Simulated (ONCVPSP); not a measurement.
# Fe (Z = 26): excitation energies, all-electron against ONCV

* Element: Fe
* Generator: ONCVPSP 4.0.1
* Type: optimised norm-conserving Vanderbilt (ONCV)
* Functional: PBE
* Relativity: scalar-relativistic
* Frozen core: [Ne]
* Valence charge: 16
* Reference configuration: 3s2 3p6 3d6 4s2
* Partial waves: 3s+4s: rc 1.50 bohr, ncon 5, nbas 10, qcut 13.3 1/bohr, 2 projectors; 3p: rc 0.85 bohr, ncon 4, nbas 9, qcut 9.2 1/bohr, 2 projectors, debl 1.6 Ha; 3d: rc 1.35 bohr, ncon 3, nbas 8, qcut 10.3 1/bohr, 2 projectors, debl 3.7 Ha
* Local potential: polynomial inside 0.65 bohr (lpopt 5, dvloc0 0 Ha)
* Core correction: Teter function, fcfact 2.75, rcfact 1.8

In the p channel the program set the typed energies aside and used -2.207, 0.250 Ha.

Energies are relative to the spin-unpolarised reference configuration 3s2 3p6 3d6 4s2; without spin polarisation the order of configurations can differ from experiment.

```
valence configuration  charge  ΔE all-electron (eV)  error AE − PS (meV)
      3s2 3p6 3d6 4s0      +2                24.932                 +2.9
      3s2 3p6 3d5 4s0      +3                59.155                  +10
  3s2 3p6 3d6 4s0 4p1      +1                13.784                 +1.2
```

Question: What are ΔE and the potential's error for 3s2 3p6 3d6 4s1?

Answer: ΔE = 8.729 eV all-electron; the error (AE − PS) is +0.2 meV.
